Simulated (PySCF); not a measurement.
**C₆ coefficients of unlike pairs at LC-wPBE**

Calculated with PySCF 2.14 from the dipole response of each species, C₆(A,B) = (3/π) ∫ α_A(iu) α_B(iu) du, in atomic units, from isotropic polarisabilities. For ions this is the dispersion term alone; charge-induced terms of lower order in 1/R come first.

```
species           configuration                                                                            basis      relativity  α (bohr³)  C₆ (like pair)
    Sb⁺  [Kr] 4d10 5s2 5p2 (3P)                                        aug-cc-pVQZ-PP with ECP28MDF (7s7p5d3f2g)  core potential      24.73           200.6
     Sb  [Kr] 4d10 5s2 5p3 (4S)                                        aug-cc-pVQZ-PP with ECP28MDF (7s7p5d3f2g)  core potential      43.47           471.7
     Ga  [Ar] 3d10 4s2 4p1 (2P)  x2c-QZVPPall with one added diffuse shell each of s, p, d, f type (12s8p6d5f1g)   spin-free X2C      51.37           433.2
```

Task: Estimate C₆ for Sb with Sb⁺.

Result: The integral gives 305.4. The combination rule 2 C_A C_B / (C_A α_B/α_A + C_B α_A/α_B) gives 304.8 and the geometric mean 307.6.

No spin-orbit coupling is included.

The other pairs:

| pair | C₆ |
| --- | --- |
| Ga, Sb⁺ | 282.7 |
| Ga, Sb | 445.3 |
